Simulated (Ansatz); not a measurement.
K₂F₂⁺, relaxed as a doublet with UKS PBE0-D4/def2-TZVP in Ansatz, starting from the GFN1-xTB geometry. Force threshold 0.02 eV/Å.

The structure comes from a short search, and lower isomers may exist.

Start:

```xyz
4

K    -1.695    0.131    0.424
K     2.495    0.213   -0.077
F     0.553    0.761    1.031
F    -1.353   -1.105   -1.378
```

| step | energy (eV) | largest force component (eV/Å) | SCF passes |
| --- | --- | --- | --- |
| 1 | -38066.3542 | 1.292 | 125 |
| 2 | -38066.7584 | 0.789 | 64 |
| 3 | -38066.9523 | 0.399 | 48 |
| 4 | -38067.0320 | 0.372 | 38 |
| 5 | -38067.1934 | 0.537 | 40 |
| 6 | -38067.3990 | 0.741 | 33 |
| 7 | -38067.5942 | 0.463 | 27 |
| 8 | -38067.6452 | 0.801 | 25 |
| 9 | -38067.7772 | 0.291 | 26 |
| 10 | -38067.9028 | 0.250 | 28 |
| 11 | -38067.9546 | 0.201 | 26 |
| 12 | -38067.9651 | 0.012 | 25 |

Force components are those of the run's own axes.

End:

```csv
atom,x (Å),y (Å),z (Å)
K1,-2.257,0.121,0.510
K2,2.255,-0.132,-0.517
F3,0.209,0.564,0.775
F4,-0.207,-0.554,-0.767
```

Bonds formed: K2–F4 (atoms count from 1). The end is the same structure that another start reached, the lowest one found.

No frequencies were taken in this run, so the end may be a saddle point.

It took 58 s on 2 threads of Arm Neoverse V1 on a shared host.
